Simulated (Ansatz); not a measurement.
Cost and result up the ladder for the cluster Cu4S4 (the lowest singlet isomer of a short search) (8 atoms). Charge 0, multiplicity 1. Geometry: PBE-D4/def2-SVP.

Cartesian coordinates in Å:
```
Cu -0.0981 0.3804 1.6089
Cu 0.3143 1.0086 -0.7670
Cu 0.2285 -1.4174 -0.2597
Cu -1.9981 0.1493 -0.3522
S 1.6286 -1.0423 1.4815
S -1.2767 1.9761 0.6451
S 2.2541 -0.0919 -0.4020
S -1.0526 -0.9628 -1.9547
```

Ansatz on 4 threads of Arm Neoverse V2 on a shared host. Times are rough, and most runs start from the orbitals of an earlier one. No level here is sound enough to serve as a yardstick. Binding counts from free atoms at the same level (Cu doublet, S triplet; other spins of the atoms weren't run), without zero-point energy or a counterpoise term.

The 6-31G sets use Cartesian d functions. B3LYP takes the VWN-RPA correlation. Correlated methods freeze 56 core orbitals. The structure comes from a short search, and lower isomers may exist.

Run but left out: PBE-QIDH/def2-TZVP (restricted singlet, unstable towards broken spin symmetry); PBE0-D4/def2-SVP (restricted singlet with a triplet 0.05 eV lower at the same geometry).

Correlated methods converge slowly with the basis.

| level | functions | wall time |
| --- | --- | --- |
| PBE-D4/def2-SVP | 196 | 6.5 s |
| LDA (SPW92)/def2-TZVP | 328 | 7 s |
| HF/6-31G | 168 | 7 s |
| PBE-D4/def2-TZVP | 328 | 12 s |
| BLYP-D4/def2-TZVP | 328 | 13 s |
| B3LYP-D4/6-31G | 168 | 13 s |
| PBE-D4/def2-TZVPD | 376 | 20 s |
| BLYP-D4/def2-TZVPD | 376 | 22 s |
| RPA@PBE/def2-TZVP | 328 | 32 s |
| r2SCAN-D4/def2-TZVP (with forces) | 328 | 38 s |
| PBE0-D4/def2-TZVP | 328 | 39 s |

**Question.** Estimate what each level gives for the binding energy per atom (eV).

**Answer.** 
```tsv
level	binding energy per atom (eV)	remarks
PBE-D4/def2-SVP	3.30	restricted singlet, untested
LDA (SPW92)/def2-TZVP	3.57	restricted singlet, untested
HF/6-31G	1.45	restricted singlet, untested
PBE-D4/def2-TZVP	3.00	restricted singlet, untested
BLYP-D4/def2-TZVP	2.76	restricted singlet, untested
B3LYP-D4/6-31G	3.07	restricted singlet, untested
PBE-D4/def2-TZVPD	3.01	restricted singlet, untested
BLYP-D4/def2-TZVPD	2.77	restricted singlet, untested
RPA@PBE/def2-TZVP	2.40	restricted singlet, untested
r2SCAN-D4/def2-TZVP (with forces)	2.99	restricted singlet, untested
PBE0-D4/def2-TZVP	2.70	restricted singlet, untested
```
